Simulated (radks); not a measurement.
Results of a calculation; reference values are marked as such.
Ionisation of He, [He], to He+, 1s1, under several functionals. Dirac Kohn-Sham, spin-unpolarised, spherical densities, finite nucleus; a radial shooting solver on a logarithmic mesh with Libxc functionals.

functional	E(He) (hartree)	Exc (hartree)	IE (eV)	-e(HOMO) (eV)	<r> HOMO (bohr)	IE error (eV)
revPBE	-2.90810	-1.06434	27.047	15.794	0.9431	+2.460
XLYP	-2.91413	-1.06996	27.254	15.999	0.9454	+2.667
OLYP	-2.90776	-1.06495	27.068	15.815	0.9445	+2.481
Wu-Cohen GGA	-2.87157	-1.02177	26.751	15.612	0.9476	+2.164
LDA (Slater exchange, Perdew-Zunger correlation)	-2.83442	-0.97250	26.485	15.517	0.9595	+1.898
PBEsol	-2.85786	-1.00435	26.594	15.499	0.9512	+2.006

NIST Atomic Spectra Database: 24.587 eV (measured). Closest: LDA (Slater exchange, Perdew-Zunger correlation). The Delta-SCF values span 0.77 eV, the total energies 0.08 hartree. The highest occupied level is 1s1/2. Spin polarisation and multiplet splitting are left out, so open shells lie too high by an amount that depends on their filling.

Beside tabulated values, note that spin-unpolarised runs miss the spin-polarisation part of the exchange energy of open shells.
